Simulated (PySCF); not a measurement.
Ti(OH)2(H)2 (H₄O₂Ti), SMILES [OH][TiH2][OH], multiplicity 1. Coordinates come from a B3LYP-D3(BJ)/def2-TZVP optimisation. The spin state was assumed, not searched. Other conformers were not sampled.

The numbers are results of B3LYP-D3(BJ)/def2-TZVP (PySCF 2.14.0), not measurements.

Harmonic wavenumbers (cm⁻¹): 165, 203, 230, 255, 369, 376, 581, 585, 601, 791, 861, 1734, 1767, 3915, 3920. Rotational constants (GHz): 19.49, 5.730, 4.748; symmetry number 2.

Question: Work out the zero-point energy and the ideal-gas rigid-rotor harmonic-oscillator thermochemistry at 298.15 K and 1 atm.

Answer: ZPE = ½ Σ hcν = ½ × 16352 cm⁻¹ = 23.38 kcal/mol. H − E(el) = 27.94 kcal/mol. Entropy in cal/(mol K): translation 39.19, rotation 22.54, vibration 12.10, total 73.84. G − E(el) = 5.92 kcal/mol. Cp = 22.73 cal/(mol K).
